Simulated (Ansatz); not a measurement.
Mg2F5⁻, 7 atoms. Hardware: 4 threads of Arm Neoverse V2 on a shared host.

Correlated methods freeze 7 core orbitals; core or outer-core shells of Mg are correlated, in sets that lack core-valence functions.

Problem. How many basis functions does each of these Ansatz runs have, and roughly what does it cost? MP2/def2-TZVPD, charge -1 singlet, energy, from earlier orbitals; PBE-D4/def2-SVPD, charge -1 singlet, relaxation, 6 steps; BLYP-D4/def2-TZVPD, charge -1 singlet, energy, from earlier orbitals; CCSD(T)/def2-SVPD, charge -1 singlet, energy, from earlier orbitals; revPBE-D4/def2-TZVPD, charge -1 singlet, energy, from earlier orbitals; PBE-D4/def2-TZVPD, charge -1 singlet, energy and forces, from earlier orbitals; PBE-QIDH/def2-TZVPD, charge -1 singlet, energy, from earlier orbitals; PBE0-D4/def2-TZVPD, charge -1 singlet, energy, from earlier orbitals; r2SCAN-D4/def2-TZVPD, charge -1 singlet, energy, from earlier orbitals.

Solution. Other jobs shared the machine, so times can vary by a factor of up to 3. A dash marks memory too small to be measured apart from the calling script's.

```
                                                                           run  functions  fitting or Cholesky vectors  wall time  peak host memory (GiB)
        revPBE-D4/def2-TZVPD, charge -1 singlet, energy, from earlier orbitals        270                         1601      3.1 s                       –
PBE-D4/def2-TZVPD, charge -1 singlet, energy and forces, from earlier orbitals        270                         1601      3.3 s                       –
          BLYP-D4/def2-TZVPD, charge -1 singlet, energy, from earlier orbitals        270                         1601      3.5 s                       –
          PBE0-D4/def2-TZVPD, charge -1 singlet, energy, from earlier orbitals        270                         1601      4.9 s                    0.88
              MP2/def2-TZVPD, charge -1 singlet, energy, from earlier orbitals        270                         1901      5.5 s                     0.8
        r2SCAN-D4/def2-TZVPD, charge -1 singlet, energy, from earlier orbitals        270                         1601      5.5 s                       –
                      PBE-D4/def2-SVPD, charge -1 singlet, relaxation, 6 steps        157                         1341      7.5 s                       –
         PBE-QIDH/def2-TZVPD, charge -1 singlet, energy, from earlier orbitals        270                         1901      8.5 s                    0.85
           CCSD(T)/def2-SVPD, charge -1 singlet, energy, from earlier orbitals        157                         1431       88 s                     1.9
```
